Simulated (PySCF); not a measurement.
All values below come from PBE-D3(BJ)/def2-TZVP // B3LYP-D3(BJ)/def2-TZVP run with PySCF 2.14.0. All species are isolated molecules in the gas phase. One relaxed conformer stands for a flexible species; it need not be the lowest. Excitations are Tamm–Dancoff values on a coarser integration grid. The basis has no diffuse functions, so Rydberg states are missing or too high.

Reference species (SMILES): `[CH3][In]([CH3])[CH3]` (neutral, multiplicity 1).

```yaml
S1–T1 gap (TDA): 0.22 eV
brightest of the four lowest singlets (TDA): 5.71 eV
S1 oscillator strength: 0.000
```

After one change: the S1–T1 gap (TDA) goes up by 0.12 eV; the brightest of the four lowest singlets (TDA) falls by 0.53 eV; the S1 oscillator strength is nearly the same.

Problem. What was changed between the two runs? The new species is one of these.
A. `[NH2][In]([NH2])[NH2]`
B. `[CH3][In]([NH2])[NH2]`
C. `[CH3][In]([CH3])[NH2]`

Solution. B, `[CH3][In]([NH2])[NH2]`
